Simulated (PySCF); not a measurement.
Start geometry of (H2Ga-mu-H)2, Ga2H6 from GFN2-xTB (Å):
```
atom  x, y, z in Å
Ga1    0.746   -0.946    0.539
H2     1.799   -1.623   -0.372
H3     0.484   -1.361    2.008
H4     0.841    0.847    0.389
Ga5   -0.746    0.947   -0.536
H6    -1.811    1.647    0.342
H7    -0.457    1.334   -2.007
H8    -0.856   -0.845   -0.362
```

What comes out of this run: PBE0-D3(BJ)/def2-SVP geometry optimisation, gas phase in PySCF?

```
atom  x, y, z in Å
Ga1    0.7226   -0.9407    0.5210
H2     1.7744   -1.5629   -0.4424
H3     0.3932   -1.2688    2.0061
H4     0.7946    0.8016    0.3482
Ga5   -0.7227    0.9406   -0.5207
H6    -1.7740    1.5611    0.4442
H7    -0.3928    1.2713   -2.0051
H8    -0.7953   -0.8022   -0.3513
```

The energy falls by 2.5 kcal/mol over 9 energy and gradient evaluations, the largest force component goes from 0.0089 to 2.6e-04 Eh/bohr, and the atoms move by 0.091 Å rms after alignment. Among the bonds, Ga1–H8 and H4–Ga5 change most and about equally (-0.086 to -0.085 Å). Bonds longer at the end by more than 0.005 Å: 4 of 8; shorter: 4. Among the angles that change most is H6–Ga5–H7, from 123.7° to 130.5°. Rotational constants go from 47251, 1943, 1911 to 46498, 2026, 1984 MHz. The orientation of the end geometry is arbitrary; only internal coordinates are fixed.

The run used 94 basis functions and 48 SCF cycles in all. On one thread of an Arm Neoverse V2, no GPU (shared host), this took 28 s.

No PBE0-D3(BJ)/def2-SVP frequencies stand behind this structure, so it isn't proved a minimum.
